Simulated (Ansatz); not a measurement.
Reaction (redistribution): `[OH][Al]([Br])[O][SiH3]` + `[SiH3][O][InH][O][SiH3]` → `[OH][Al]([O][SiH3])[O][SiH3]` + `[SiH3][O][InH][Br]`

Calculated with Ansatz (gas phase, PBE0-D4/def2-TZVP geometries, no zero-point term in ΔE). CBS: MP2 limit from def2 TZ/QZ plus the TZ coupled-cluster correction, frozen cores. DFT in def2-TZVPP. B3LYP here is the variant with VWN-RPA as its local correlation; programs differ in this. def2 core potentials past Kr. For Br, In outer-core shells are correlated without core-valence functions, which leaves a few kJ/mol of doubt a bond. Scalar relativity is left out up to krypton. One conformer a species, not always the lowest.

CCSD(T)/CBS gives -81.5 kJ/mol.

Task: Another level gave -90.4 kJ/mol. Which?
A. B3LYP/def2-TZVPP
B. HF/def2-TZVPP
C. BLYP-D4/def2-TZVPP
D. r2SCAN0-D4/def2-TZVPP

Result: D. r2SCAN0-D4 -90.4, BLYP-D4 -84.4, B3LYP -94.9, HF/def2-TZVPP -104.5 kJ/mol.

Largest T1 diagnostic among the species: 0.015.

From PBE to PBE0 (25 % exact exchange), in def2-TZVPP and without D4, ΔE moves by −5.4 kJ/mol. The D4 term adds +5.9 kJ/mol with B3LYP and +3.2 kJ/mol with PBE0; it sums over pairs of atoms, weighted by their polarisabilities, and B3LYP, whose exchange is more repulsive, gets the larger term.
